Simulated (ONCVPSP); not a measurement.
**Plane-wave convergence, ONCV potential for cerium (Ce)**

ONCVPSP 4.0.1 input, shortened (lines: element, Z, core and valence counts, functional; n l f; lmax; l rc ep ncon nbas qcut; lloc lpopt rc5 dvloc0; l nproj debl; icmod fcfact rcfact), LDA (Perdew-Wang 92), scalar-relativistic:

```
  Ce 58.00   10    4  -001012      upf
    1    0    2.00
    2    0    2.00
    2    1    6.00
    3    0    2.00
    3    1    6.00
    3    2   10.00
    4    0    2.00
    4    1    6.00
    4    2   10.00
    4    3    1.00
    5    0    2.00
    5    1    6.00
    5    2    1.00
    6    0    2.00
    2
    0    2.60    0.00    5    9    3.70
    1    1.80    0.00    4    7    3.90
    2    1.80    0.00    3    7    4.50
    2    5    1.80    0.00
    0    2    2.50
    1    3    3.00
    2    0    2.00
    3    5.00    1.60
```

For each optimised wave give the share of its norm inside rc, the residual kinetic energy above qcut (Ha) and the cutoffs (Ha) for errors of 10, 1, 0.1 and 0.01 mHa per electron.

| wave | norm inside rc | residual KE | 10 mHa | 1 mHa | 0.1 mHa | 0.01 mHa |
| --- | --- | --- | --- | --- | --- | --- |
| 5s | 0.971 | 5.5e-04 | 2.6 | 6.3 | 27.1 | 34.0 |
| 6s | 0.094 | 4.2e-04 | 1.9 | 5.8 | 12.7 | 36.5 |
| 5p | 0.573 | 1.1e-02 | 8.2 | 37.0 | 45.8 | 61.0 |
| p projector 2 | 0.091 | 2.2e-02 | 9.6 | 23.3 | 44.0 | 51.0 |
| p projector 3 | 0.091 | 8.6e-02 | 14.5 | 44.6 | 78.2 | 87.3 |
| 5d | 0.171 | 1.0e-05 | 4.5 | 6.1 | 7.5 | 10.3 |

The occupied waves need 37 Ha and 46 Ha for 1 and 0.1 mHa.
